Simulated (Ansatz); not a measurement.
Geometry optimisation, Ansatz 0.2.0, UKS PBE-D4/def2-SVP.

input.yaml

```yaml
crystal:
  periodic: [false, false, false]
  atoms:
    - { symbol: Ga, position_ang: [0.074957, -0.136822, 0.58097] }
    - { symbol: Cl, position_ang: [0.766563, -1.9767, 1.712244] }
    - { symbol: "N", position_ang: [1.418061, 0.159869, -0.618909] }
    - { symbol: H, position_ang: [2.368625, -0.120215, -0.352954] }
    - { symbol: H, position_ang: [1.404279, 0.91215, -1.328562] }
    - { symbol: Cl, position_ang: [-1.965936, 0.193238, -0.049106] }
    - { symbol: Cl, position_ang: [-0.07425, 0.96848, 2.831317] }
magnetization:
  spin_polarized: true
  initial_magnetization: 1
basis:
  gaussian: { orbitals: def2-SVP }
hamiltonian:
  xc: pbe
  dispersion: d4
relax:
  f_tol: 0.03
  max_steps: 50
output:
  orbitals: {}
```

Command:

```bash
$ ansatz run input.yaml --threads 4 --pin off --max-ram 5120MiB --backend cpu --events-out ev --progress --plain --runs-dir out
```

Q: Where does it end, and by what steps?

A: It converged. After 13 steps the energy has fallen by 0.839 eV; Cl7 moved furthest, 1.13 Å.

```tsv
step	energy less start (eV)	largest force component (eV/Å)	accepted
0	0.0000	1.879	yes
1	-0.2579	1.458	yes
2	-0.4936	0.632	yes
3	-0.6833	0.596	yes
4	-0.7399	0.413	yes
5	-0.7382	0.527	no
6	-0.7622	0.127	yes
7	-0.7759	0.162	yes
8	-0.7996	0.418	yes
9	-0.8087	0.709	yes
10	-0.8285	0.377	yes
11	-0.8366	0.068	yes
12	-0.8394	0.039	yes
13	-0.8395	0.007	yes
```

```xyz
7
Properties=species:S:1:pos:R:3
Ga -0.087 -0.413 0.769
Cl 0.426 -2.353 1.564
N 1.377 0.273 -0.368
H 2.366 0.113 -0.125
H 1.274 1.142 -0.914
Cl -1.997 -0.083 -0.179
Cl 0.633 1.322 2.027
```

Whether the end is a true minimum wasn't checked by a vibrational analysis.

Run time: 48 s on 4 threads of Arm Neoverse V1, with other jobs on the host, peak memory 0.29 GiB.
